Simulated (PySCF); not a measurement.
# Substituent chemical shifts

Parent skeleton `[CH3:1][N:2]1[CH2:3][CH2:4][CH:5]=[C:6]1[F:7]`; one hydrogen on atom 5 is replaced by X. Hydrogens on one atom are averaged.

Computed data (PySCF 2.14.0 with density-fitted response routines): geometry: GFN2-xTB, σ from GIAO-PBE0/pcSseg-1. Gas phase, one averaged value for each set of equivalent atoms, single conformer, no relativistic terms.

Referencing at the same level of theory: TMS for ¹³C (186.93 ppm) and ¹H (31.72 ppm); ¹⁵N (267.73 ppm) vs NH3; CFCl3 for ¹⁹F (170.95 ppm).

(1) Give δ (ppm) for X = OC2H5, nPr, CHO, CH2SiH3, OCH3, ethynyl, CHF2, N(SiH3)2, iPr.

(2) Which position responds most, and to which substituents?

Answers

(1) 
```
       X                       SMILES    C1    N2    C3    C4     C5     C6      F7  H(C1)  H(C3)
   OC2H5            CCOC1=C(F)N(C)CC1  39.1  69.0  50.3  30.7  119.0  151.2  -166.2   2.41   2.94
     nPr            CCCC1=C(F)N(C)CC1  36.5  79.3  52.4  29.8   89.7  164.8  -144.0   2.53   3.08
     CHO              CN1CCC(C=O)=C1F  31.4  96.5  50.2  24.4   95.2  172.9  -127.5   2.89   3.43
 CH2SiH3          CN1CCC(C[SiH3])=C1F  37.3  81.3  52.4  31.6   85.0  164.6  -141.6   2.52   3.07
    OCH3             COC1=C(F)N(C)CC1  38.9  69.1  50.3  30.6  119.9  151.0  -165.8   2.40   2.91
 ethynyl            C#CC1=C(F)N(C)CC1  35.2  87.6  52.0  31.0   70.5  175.1  -121.6   2.66   3.18
    CHF2            CN1CCC(C(F)F)=C1F  33.8  83.9  51.6  23.8   83.6  168.1  -135.3   2.68   3.32
N(SiH3)2  CN1CCC(N([SiH3])[SiH3])=C1F  39.2  73.8  51.7  31.2  104.1  158.4  -154.0   2.47   3.07
     iPr          CC(C)C1=C(F)N(C)CC1  36.7  78.9  52.9  25.2   94.6  163.9  -143.0   2.53   3.08
```

(2) C5: from 70.5 ppm with ethynyl to 119.9 ppm with OCH3.

Unscaled 19F shifts against computed CFCl3 carry errors that often reach 10 to 50 ppm. Experimental scales use liquid or dissolved standards, which lie at an offset from isolated NH3 (liquid NH3: subtract about 20 ppm).
